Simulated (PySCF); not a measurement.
# A small calculation by hand: oscillator strength and radiative lifetime

Sn(AsH2)(H)3 (AsH5Sn), SMILES [AsH2][SnH3].

Geometry: PBE-D3(BJ)/def2-TZVP. The def2 effective core potentials stand for the cores of Sn; spin–orbit coupling is left out.

TDDFT-M06-2X/def2-SVPD in PySCF puts the first singlet state with f over 0.02 at 6.19 eV (vertical), with the transition dipole (1.178, -0.080, 0.000) in atomic units.

### Question
Find the oscillator strength, the wavelength and the radiative lifetime that this transition would have in vacuum if emission retraced absorption.

### Answer

|μ|² = 1.3941 au, so |μ| = 3.00 D. ΔE = 6.19/27.211 = 0.2275 hartree. f = (2/3) ΔE |μ|² = 0.211 (the program prints 0.211).
λ = 1239.84/6.19 = 200 nm; ν = 49926 cm⁻¹.
Einstein's coefficient A = 0.6670 ν² f s⁻¹ (ν in cm⁻¹) = 3.5e8 s⁻¹, so τ = 1/A = 2.8 ns. This state is S2; the lower singlet has f = 0.004. The figure is the radiative limit of this one transition; relaxation, internal conversion, crossing to triplets and a medium change what is measured.
